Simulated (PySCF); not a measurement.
Series Al-XY, Y = silyl, computed as singlets and as triplets. Isolated molecules, 0 K electronic values unless said otherwise. One relaxed conformer stands for each flexible species; it need not be the lowest. Strings in code marks are SMILES.

The HOMO from two functionals at the same geometries (B3LYP-D3(BJ)/def2-TZVPD), both in PySCF: PBE-D3(BJ)/def2-TZVPD and B3LYP-D3(BJ)/def2-TZVPD. B3LYP has the VWN-RPA correlation part, as in Gaussian. 

```json
[
 {"species": "X = silyl, multiplicity 1 (`[SiH3][Al-][SiH3]` (lower singlet))", "PBE-D3(BJ)/def2-TZVPD (eV)": "-0.01"},
 {"species": "X = cyano, multiplicity 1 (`[SiH3][Al-][C]#N` (lower singlet))", "PBE-D3(BJ)/def2-TZVPD (eV)": "-0.13"},
 {"species": "X = isocyano, multiplicity 1 (`[C-]#[N+][Al-][SiH3]` (lower singlet))", "PBE-D3(BJ)/def2-TZVPD (eV)": "-0.06"}
]
```

### Question
What does B3LYP-D3(BJ)/def2-TZVPD give for each?

### Answer

- X = silyl, multiplicity 1 (`[SiH3][Al-][SiH3]` (lower singlet)): -0.61
- X = cyano, multiplicity 1 (`[SiH3][Al-][C]#N` (lower singlet)): -0.77
- X = isocyano, multiplicity 1 (`[C-]#[N+][Al-][SiH3]` (lower singlet)): -0.65
Over these rows, drawn at random from the members with no instability flagged (it was tested for open shells, ions and some series alone), PBE minus B3LYP-D3(BJ): mean +0.61 eV, from +0.60 eV to +0.63 eV.
